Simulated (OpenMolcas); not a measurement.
## Computed transition rates of Ne3+

```json
{
  "Program": "OpenMolcas",
  "Method": "SS-CASPT2, IPEA 0.25 Eh, imaginary shift 0.1 Eh (closed shells correlated: 1s)",
  "Basis": "ANO-RCC-VTZP [4s3p2d1f]",
  "Scalar Hamiltonian": "DKH2, point nucleus",
  "Active space": "5 electrons in 8 orbitals (2s 2p 3s 3p)",
  "State averaging": "2S+1 = 4 odd, 1 root; 2S+1 = 2 odd, 8 roots; 2S+1 = 4 even, 3 roots; 2S+1 = 2 even, 6 roots",
  "Spin-orbit coupling": "state interaction with AMFI integrals over the reference wave functions, term energies averaged over their components"
}
```

Rates come from the transition moments of the reference wave functions (E1 and E2 in the length form). At fixed line strength A goes as λ^-3 for E1 and M1 and as λ^-5 for E2, so a rate at the computed wavelength can be rescaled to the measured one. Measured vacuum wavelengths follow from level energies in Moore, Atomic Energy Levels, vol. I, NSRDS-NBS 35 (1971 reprint of NBS Circular 467, 1949). Branching counts decays inside the model space alone, at computed energies, and the table is only a selection of the E1 lines, drawn from those between levels with measured partners whose computed energy lies within a factor of 1.5 of the measured one.

| Upper | Lower | Type | λ computed (nm) | λ measured (nm) | A computed (s-1) | A rescaled (s-1) | Branching % |
| --- | --- | --- | --- | --- | --- | --- | --- |
| 2s 2p⁴ ⁴P_1/2 | 2s² 2p³ ⁴S°_3/2 | E1 | 53.99 | 54.11 | 2.69e+09 | 2.67e+09 | 100.0 |
| 2s 2p⁴ ⁴P_3/2 | 2s² 2p³ ⁴S°_3/2 | E1 | 54.08 | 54.21 | 2.68e+09 | 2.66e+09 | 100.0 |
| 2s 2p⁴ ⁴P_5/2 | 2s² 2p³ ⁴S°_3/2 | E1 | 54.24 | 54.39 | 2.65e+09 | 2.63e+09 | 100.0 |

The largest correction is for 2s 2p⁴ ⁴P_5/2 → 2s² 2p³ ⁴S°_3/2 (E1): 2.65e+09 × (54.24 / 54.39)^3 = 2.63e+09 s-1, a factor of 0.99.

The computed rate and branching of 2s 2p⁴ ⁴P_1/2 → 2s² 2p³ ⁴S°_3/2 give the upper level a radiative lifetime of 1.000 / 2.69e+09 s-1 = 3.72e-10 s, counting decays inside the model space alone. The rescaled rate gives about 3.7e-10 s.

No measured rate stands beside these. Rescaling mends the energy factor alone: line strengths can still be far off where a level mixes with configurations outside the active space, and weak or spin-changing lines hang on small mixing coefficients that depend on the term gaps too, so rescaling need not improve them.

Active for correlation alone: 3p 3s; no level in the range computed is led by a configuration that fills them, so any true level of that kind is missing. Computed and measured levels are paired by configuration, term and J; levels that our copy of the source lacks, or whose pairing is in doubt (as where it misses far off the trend of its configuration), stay unpaired. Only configurations of the active space appear.

° marks odd parity.
